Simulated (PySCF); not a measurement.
CH$_{4}$Al (SMILES [CH3][AlH+]), charge +1, singlet, at a GFN2-xTB geometry (such geometries of metal compounds can be far from the true shape); R2SCAN/6-31G** run with PySCF.

The PySCF input:
```python
from pyscf import gto, scf, dft

mol = gto.M(
    atom='''
Al   -0.403728   -0.559691   -0.273048
C     0.653430    0.901153    0.443304
H     0.440377    1.046895    1.516060
H     0.411663    1.835111   -0.092178
H     1.731224    0.697434    0.323739
H    -1.255377   -1.710379   -0.857814
''',
    basis='6-31g**',
    charge=1,
    spin=0,
    verbose=4,
)

mf = dft.RKS(mol)
mf.xc = 'r2scan'
mf.kernel()
mf.analyze()
```

Output, abridged:

```
PySCF version 2.14.0

[INPUT] verbose = 4
[INPUT] num. atoms = 6
[INPUT] num. electrons = 22
[INPUT] charge = 1
[INPUT] spin (= nelec alpha-beta = 2S) = 0
[INPUT] symmetry False subgroup None
[INPUT] Mole.unit = angstrom
[INPUT] Symbol           X                Y                Z      unit          X                Y                Z       unit  Magmom
[INPUT]  1 Al    -0.403728000000  -0.559691000000  -0.273048000000 AA   -0.762935348818  -1.057662704384  -0.515985938860 Bohr   0.0
[INPUT]  2 C      0.653430000000   0.901153000000   0.443304000000 AA    1.234803741575   1.702932366330   0.837723149924 Bohr   0.0
[INPUT]  3 H      0.440377000000   1.046895000000   1.516060000000 AA    0.832191921558   1.978344831177   2.864938188408 Bohr   0.0
[INPUT]  4 H      0.411663000000   1.835111000000  -0.092178000000 AA    0.777930325617   3.467857198177  -0.174191174710 Bohr   0.0
[INPUT]  5 H      1.731224000000   0.697434000000   0.323739000000 AA    3.271539220274   1.317959249960   0.611778045841 Bohr   0.0
[INPUT]  6 H     -1.255377000000  -1.710379000000  -0.857814000000 AA   -2.372318713078  -3.232147879207  -1.621033525818 Bohr   0.0

nuclear repulsion = 44.6583970655709
number of shells = 26
number of NR pGTOs = 106
number of NR cGTOs = 52
basis = 6-31g**
ecp = {}

******** <class 'pyscf.dft.rks.RKS'> ********
method = RKS
initial guess = minao
damping factor = 0
level_shift factor = 0
DIIS = <class 'pyscf.scf.diis.CDIIS'>
diis_start_cycle = 1
diis_space = 8
diis_damp = 0
SCF conv_tol = 1e-09
SCF conv_tol_grad = None
SCF max_cycles = 50
direct_scf = True
direct_scf_tol = 1e-13
XC library pyscf.dft.libxc version 7.1.2
    S. Lehtola, C. Steigemann, M. J. T. Oliveira, and M. A. L. Marques,  SoftwareX 7, 1–5 (2018)
XC functionals = r2scan
    J. W. Furness, A. D. Kaplan, J. Ning, J. P. Perdew, and J. Sun,  J. Phys. Chem. Lett. 11, 8208–8215 (2020)
    J. W. Furness, A. D. Kaplan, J. Ning, J. P. Perdew, and J. Sun,  J. Phys. Chem. Lett. 11, 9248–9248 (2020)
    J. W. Furness, A. D. Kaplan, J. Ning, J. P. Perdew, and J. Sun,  J. Phys. Chem. Lett. 11, 8208–8215 (2020)
    J. W. Furness, A. D. Kaplan, J. Ning, J. P. Perdew, and J. Sun,  J. Phys. Chem. Lett. 11, 9248–9248 (2020)
radial grids:
    Treutler-Ahlrichs [JCP 102, 346 (1995); DOI:10.1063/1.469408] (M4) radial grids

becke partition: Becke, JCP 88, 2547 (1988); DOI:10.1063/1.454033
pruning grids: <function nwchem_prune>
grids dens level: 3
symmetrized grids: False
atomic radii adjust function: <function treutler_atomic_radii_adjust>
small_rho_cutoff = 0
Set gradient conv threshold to 3.16228e-05
Initial guess from minao.
tot grids = 72536
init E= -282.652669378863
  HOMO = -0.3485107683796  LUMO = -0.0876036844498763  gap/eV = 7.09964
cycle= 1 E= -282.514410961331  delta_E= 0.138  |g|= 0.415  |ddm|= 1.95
  HOMO = -0.469334533333573  LUMO = -0.307097353296203  gap/eV = 4.41470
cycle= 2 E= -282.439120039528  delta_E= 0.0753  |g|= 0.626  |ddm|= 1.12
  HOMO = -0.52036643734499  LUMO = -0.293351367462638  gap/eV = 6.17739
cycle= 3 E= -282.570325047412  delta_E= -0.131  |g|= 0.057  |ddm|= 0.671
  HOMO = -0.512181996358938  LUMO = -0.286094415694876  gap/eV = 6.15216
cycle= 4 E= -282.571707931065  delta_E= -0.00138  |g|= 0.0149  |ddm|= 0.101
  HOMO = -0.512044912765241  LUMO = -0.286283715521738  gap/eV = 6.14328
cycle= 5 E= -282.57180035273  delta_E= -9.24e-05  |g|= 0.00204  |ddm|= 0.0221
  HOMO = -0.511901004759427  LUMO = -0.28603353495328  gap/eV = 6.14617
cycle= 6 E= -282.571801910366  delta_E= -1.56e-06  |g|= 0.000482  |ddm|= 0.00323
  HOMO = -0.512012773129759  LUMO = -0.286108245579045  gap/eV = 6.14718
cycle= 7 E= -282.571801989489  delta_E= -7.91e-08  |g|= 5.38e-05  |ddm|= 0.000685
  HOMO = -0.512004211831348  LUMO = -0.286094328217818  gap/eV = 6.14732
cycle= 8 E= -282.571801991007  delta_E= -1.52e-09  |g|= 6.06e-06  |ddm|= 9.68e-05
  HOMO = -0.512003133731985  LUMO = -0.286094142142314  gap/eV = 6.14730
cycle= 9 E= -282.571801991026  delta_E= -1.89e-11  |g|= 5.62e-07  |ddm|= 1.31e-05
  HOMO = -0.512003082890151  LUMO = -0.286093994285067  gap/eV = 6.14730
Extra cycle  E= -282.571801991025  delta_E= 8.53e-13  |g|= 3.97e-07  |ddm|= 1.83e-06
converged SCF energy = -282.571801991025
**** SCF Summaries ****
Total Energy =                        -282.571801991025325
Nuclear Repulsion Energy =              44.658397065570895
One-electron Energy =                 -473.253597131041886
Two-electron Energy =                  146.023398074445652
Two-electron Coulomb Energy =          171.255261111187423
DFT Exchange-Correlation Energy =      -25.231863036741778
HOMO-LUMO gap [eV] =                     6.147299415459318
**** MO energy ****
MO #1   energy= -56.0588116946919  occ= 2
MO #2   energy= -10.2510780489792  occ= 2
MO #3   energy= -4.36015072205037  occ= 2
MO #4   energy= -2.90185258265153  occ= 2
MO #5   energy= -2.90184836570638  occ= 2
MO #6   energy= -2.88834121267414  occ= 2
MO #7   energy= -0.865611031037695 occ= 2
MO #8   energy= -0.603346175948666 occ= 2
MO #9   energy= -0.578377786027666 occ= 2
MO #10  energy= -0.578152461310836 occ= 2
MO #11  energy= -0.512003082890151 occ= 2
MO #12  energy= -0.286093994285067 occ= 0
MO #13  energy= -0.285968565626227 occ= 0
MO #14  energy= -0.262310049615765 occ= 0
MO #15  energy= -0.0766733840040903 occ= 0
MO #16  energy= -0.0470542038195661 occ= 0
MO #17  energy= -0.047037392674339 occ= 0
MO #18  energy= -0.0233953048745232 occ= 0
MO #19  energy= 0.042579512880763  occ= 0
 ** Mulliken pop on meta-lowdin orthogonal AOs  **
 ** Mulliken pop  **
 ** Mulliken atomic charges  **
charge of    0Al =      1.03970
charge of    1C =     -0.57681
charge of    2H =      0.18533
charge of    3H =      0.18489
charge of    4H =      0.18533
charge of    5H =     -0.01843

WARN: System has nonzero charge 1; the dipole moment is origin-dependent.
Location of origin: [0. 0. 0.]

Dipole moment(X, Y, Z, Debye): -0.94792, -1.33047, -0.63628
```
